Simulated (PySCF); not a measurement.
Electron correlation in V⁺ (vanadium, charge +1)

[Ar] 3d3 4p1, one real determinant (an excited configuration). Computed with PySCF 2.14 in ANO-RCC-VTZP, with scalar relativity by spin-free X2C-1e. Frozen: [Ar]; 4 electrons correlated.

MP2 pair energies summed by pair of shells (mhartree):

```tsv
pair	energy	share (%)
3d-3d	-18.82	75.5
3d-4p	-6.10	24.5
```

Total MP2 correlation energy: -24.93 mhartree.

Same-spin part -24.93 and opposite-spin part 0.00 mhartree; SCS-MP2 scales them by 1/3 and 6/5 to -8.31 mhartree.

The basis was made for the ground configuration and has no added diffuse functions, which can raise the energy of the promoted electron.

The reference is one real determinant that mixes LS terms of this configuration.
